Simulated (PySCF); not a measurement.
C2H9ClOSi2, SMILES CCO[SiH2][SiH2]Cl.

The structure is a stationary point at B3LYP-D3(BJ)/def2-SVP. This is a generated structure with no PubChem entry under its InChIKey; it may be hypothetical. Other conformers were not sampled.

Level of theory: r2SCAN/def2-TZVP run with PySCF.

Symmetry labels are those of the subgroup Cs that the program uses (full group Cs).

Computed valence orbital energies around the gap with their symmetry:
```
orbital  symmetry  energy (eV)
-------  --------  -----------
HOMO−7         A'        -9.73
HOMO−6         A"        -9.51
HOMO−5         A'        -8.82
HOMO−4         A"        -8.73
HOMO−3         A'        -7.92
HOMO−2         A"        -7.89
HOMO−1         A'        -7.11
HOMO           A"        -7.05
LUMO           A'        -1.39
LUMO+1         A"        -0.28
LUMO+2         A'         0.18
LUMO+3         A'         0.65
```
